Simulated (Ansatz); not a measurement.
Consider the cleavage of the Al–Si bond: `C[SiH2][Al]1[CH2][SiH2]1` + HCl → `[Cl][Al]1[CH2][SiH2]1` + `C[SiH3]`.

Computed with Ansatz on PBE0-D4/def2-TZVP structures; ΔE is electronic, products minus reactants. CCSD(T)/CBS is the MP2 limit (def2-TZVPP, def2-QZVPP) plus CCSD(T) − MP2 in def2-TZVPP, frozen cores. This one scheme is used for every species. DFT in def2-TZVPP. B3LYP here is the variant with VWN-RPA as its local correlation; programs differ in this. Each species was taken in one conformer, which may not be the lowest.

`C[SiH2][Al]1[CH2][SiH2]1`:

Z-matrix (Å, degrees):
```
C
Si 1 1.879
H 1 1.092 2 110.8
H 1 1.092 2 110.8 3 119.8
H 1 1.092 2 110.6 3 -120.1
Al 2 2.449 1 113.9 3 -58.8
H 2 1.493 1 110.0 3 178.7
H 2 1.494 1 109.9 3 61.6
Si 6 2.341 2 165.7 1 9.5
C 6 1.964 2 142.3 1 -172.6
H 9 1.489 6 123.0 2 -84.1
H 9 1.489 6 126.0 2 81.4
H 10 1.093 6 116.9 2 -69.4
H 10 1.091 6 121.5 2 68.6
```

HCl:

Cartesian coordinates in Å:
```
Cl 0.076 0.629 -0.088
H -0.076 -0.629 0.088
```

`[Cl][Al]1[CH2][SiH2]1`:

Cartesian coordinates in Å:
```
Cl 1.294 -2.914 1.420
Al 0.503 -1.111 0.727
C 0.084 -0.176 -0.911
Si -0.460 0.986 0.546
H -0.607 -0.385 -1.726
H 1.032 0.188 -1.334
H 0.095 2.366 0.593
H -1.941 1.046 0.686
```

`C[SiH3]`:

Cartesian coordinates in Å:
```
C -0.297 0.909 0.247
Si 0.266 -0.813 -0.221
H -0.664 1.448 -0.629
H 0.527 1.482 0.678
H -1.103 0.867 0.982
H -0.857 -1.591 -0.811
H 0.763 -1.547 0.974
H 1.366 -0.753 -1.221
```

Problem. Is it downhill or uphill in electronic energy at CCSD(T)/CBS, and by how much? (Best estimate.)

Solution. The calculation gave: Downhill: ΔE = -149.5 kJ/mol.

Problem. What do these levels give: r2SCAN-D4, PBE0-D4, ωB97X-V, r2SCAN, B3LYP, HF/def2-TZVPP, MP2/def2-TZVPP, SCS-MP2/def2-TZVPP, CCSD/def2-TZVPP, MP2/def2-QZVPP, MP2/CBS(def2), CCSD/CBS(def2)? (An estimate is asked.)

Solution. Ansatz gave: r2SCAN-D4 -148.3, PBE0-D4 -137.5, ωB97X-V -150.3, r2SCAN -149.3, B3LYP -153.2, HF/def2-TZVPP -171.5, MP2/def2-TZVPP -157.4, SCS-MP2/def2-TZVPP -158.4, CCSD/def2-TZVPP -149.8, MP2/def2-QZVPP -158.8, MP2/CBS(def2) -159.8, CCSD/CBS(def2) -152.2 kJ/mol.

Largest T1 diagnostic among the species: 0.013.

The D4 term adds +3.5 kJ/mol with B3LYP and +2.2 kJ/mol with PBE0; it sums over pairs of atoms, weighted by their polarisabilities, and B3LYP, whose exchange is more repulsive, gets the larger term. From PBE to PBE0 (25 % exact exchange), in def2-TZVPP and without D4, ΔE moves by −6.1 kJ/mol.
